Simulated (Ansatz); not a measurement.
BH7OSi2 (`B[SiH2][SiH2]O`). Total charge 0; spin multiplicity 1. The structure was optimised at the PBE0-D4/def2-TZVP level. It is one conformer, not always the lowest.

```xyz
11

B     1.977   -0.843   -0.631
Si    0.575   -0.477    0.732
Si   -1.200    0.557   -0.438
O    -2.448    0.952    0.571
H     2.781   -0.008   -0.925
H     1.987   -1.869   -1.245
H     0.026   -1.690    1.402
H     0.997    0.495    1.784
H    -1.782   -0.365   -1.445
H    -0.673    1.762   -1.143
H    -2.242    1.487    1.339
```

(1) What is the dipole moment at ωB97M-V/def2-TZVPP? (Estimate.)

(2) And with PBE, r2SCAN, B3LYP? (Estimate.)

(3) Give the Mulliken charges with ωB97M-V, B3LYP, PBE in def2-TZVPP. (Best estimate.)

Results:

(1) The calculation gave: 1.22 D, with components (0.81, 0.59, 0.71) D in this frame, pointing from negative to positive charge.

(2) Ansatz gave: PBE 1.12 D, r2SCAN 1.15 D, B3LYP 1.19 D.

(3) Ansatz gave: 
```csv
atom,ωB97M-V,B3LYP,PBE
B1,-0.16,-0.06,-0.04
Si2,-0.02,0.05,0.02
Si3,0.30,0.39,0.33
O4,-0.37,-0.38,-0.34
H5,0.10,0.05,0.04
H6,0.10,0.06,0.04
H7,-0.02,-0.06,-0.05
H8,-0.02,-0.07,-0.05
H9,-0.03,-0.07,-0.05
H10,-0.05,-0.09,-0.08
H11,0.17,0.18,0.19
```

B3LYP here is the variant with VWN-RPA as its local correlation; programs differ in this.
